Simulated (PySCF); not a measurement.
## Calculated data, C$_{2}$H$_{8}$GeSi

Calculation on a computer-drawn molecule: the log of a Hartree-Fock and frozen-core CCSD(T) single point meant for a local Hartree-Fock minimum, with one planted fault or none, to be diagnosed. Offsets are logged minus clean, where the clean run is the same molecule without the fault. The reference is restricted for singlets and unrestricted otherwise, and also for a bond in bohr or an excited solution. Adding or removing an electron swaps singlet and doublet. The excited solution moves the top pair (singlet) or top alpha electron (doublet) to the lowest empty orbital. Highest occupied and lowest empty are orbital energies over both spins, largest force is the largest gradient component, triples share is (T) over the correlation energy, the T1 limit is 0.02 restricted and 0.045 unrestricted, electrons count all cores, a negative frequency is imaginary (commonest isotopes), and the dipole is about the centre of nuclear charge; on germanium a core potential holds 10 electrons, which the energies leave out, and 3d is frozen in MP2 and coupled-cluster steps. Program: PySCF 2.14.0.

```yaml
- formula: C2H8GeSi
  logged_structure:
    atoms_angstrom:
      - [C, -2.4677, -1.3331, -3.1234]
      - [Si, -1.423, -0.6632, -1.9632]
      - [Ge, -2.1391, 0.9343, -0.3284]
      - [C, -1.9107, 0.2618, 1.5056]
      - [H, -3.5142, -1.054, -3.1827]
      - [H, -2.1417, -2.0614, -3.8586]
      - [H, -0.0054, -1.0818, -1.9273]
      - [H, -1.33, 2.2289, -0.4979]
      - [H, -3.6155, 1.2472, -0.6017]
      - [H, -2.2356, 1.0184, 2.2221]
      - [H, -0.862, 0.028, 1.698]
      - [H, -2.5044, -0.6414, 1.6554]
  given:
    meant_charge: 0
    meant_multiplicity: 1
    meant_basis: "cc-pV(D+d)Z"
    meant_basis_and_core_potential_on_germanium: "cc-pVDZ-PP ECP10MDF"
    logged_electrons: 67
    logged_basis_functions: 114
    logged_SCF_converged: "yes"
    logged_spin_squared: 0.7794
    "logged_highest_occupied [eV]": 0.56968
    "logged_lowest_empty [eV]": 7.9259
    "logged_largest_force [hartree/bohr]": 0.041083
    logged_T1_diagnostic: 0.015098
    logged_D1_diagnostic: 0.062968
    logged_triples_share: 0.030567
    logged_CC_converged: "yes"
    "logged_dipole_magnitude [debye]": 6.1685
    logged_SCF_stable_within_its_kind: "yes"
    "logged_energy_HF [hartree]": -662.60622
    "logged_energy_CCSD(T) [hartree]": -663.17894
    possible_faults: "no fault, one electron removed, one electron added, multiplicity raised by two, geometry at a saddle point, SCF held on an excited solution, minimal basis STO-3G, one bond length entered in bohr, all coordinates scaled"
    drawn_bonds_atom: [1, 2, 3, 1, 1, 2, 3, 3, 4, 4, 4]
    drawn_bonds_other_atom: [2, 3, 4, 5, 6, 7, 8, 9, 10, 11, 12]
    drawn_bonds_order: [2, 1, 1, 1, 1, 1, 1, 1, 1, 1, 1]
  results:
    planted_fault: "one electron added"
    "HF_energy_offset_from_clean_run [kcal/mol]": 30.82
    "CCSD(T)_energy_offset_from_clean_run [kcal/mol]": 26.06
  notes: ["highest electron not bound in this basis"]
```
